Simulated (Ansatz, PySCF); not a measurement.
BH3 (SMILES B) and C2H6S (SMILES CSC) are pulled apart as rigid monomers along the line of their centres of mass, from the B3LYP-D3(BJ)/def2-TZVP minimum. Starting geometry (charge 0, multiplicity 1):
```xyz
13

B     -0.3293     0.6027     0.7595
H      0.0017    -0.2209    -0.0559
H     -1.4951     0.9039     0.7056
H      0.4334     1.5290     0.8904
C      1.5601    -0.6485     2.6486
S     -0.2129    -0.3827     2.4437
C     -0.4891     0.8914     3.6912
H      1.7633    -1.0632     3.6343
H      1.8614    -1.3570     1.8801
H      2.0859     0.2934     2.5013
H     -0.3006     0.4877     4.6844
H     -1.5310     1.1925     3.6060
H      0.1542     1.7451     3.4842
```

Interaction energies with rigid monomers; basis-set methods are counterpoise corrected unless marked otherwise.

Cores are frozen in the correlated methods. Rows in 6-31G*, STO-3G carry no dispersion term and start afresh at each structure (6-31G* with six Cartesian d functions).

Codes used: Ansatz (Gaussian orbitals); PySCF for 6-31G* rows, STO-3G rows, the dispersion terms. 

```
B1···S6 (Å)  HF/STO-3G (no counterpoise) (kJ/mol)  HF/6-31G* (no counterpoise) (kJ/mol)  PBE-D3(BJ)/def2-TZVPPD (kJ/mol)  M06-2X/6-31G* (no counterpoise) (kJ/mol)  MP2/aug-cc-pV(D+d)Z (kJ/mol)
-----------  ------------------------------------  ------------------------------------  -------------------------------  ----------------------------------------  ----------------------------
1.77                                       -143.6                                 -50.2                           -164.6                                         …                        -113.2
1.95                                       -193.7                                 -91.5                           -184.0                                    -152.0                        -144.9
2.24                                            …                                 -84.6                           -155.0                                    -130.7                        -125.2
2.72                                        -74.6                                 -46.9                            -88.4                                     -71.4                         -68.0
3.49                                        -11.6                                 -16.8                            -29.6                                     -23.8                         -21.8
```

**Question.** Fill in the missing entries.

**Answer.** 
- 2.24, HF/STO-3G (no counterpoise) (kJ/mol): -167.1
- 1.77, M06-2X/6-31G* (no counterpoise) (kJ/mol): -122.7

Ansatz is an electronic-structure program.
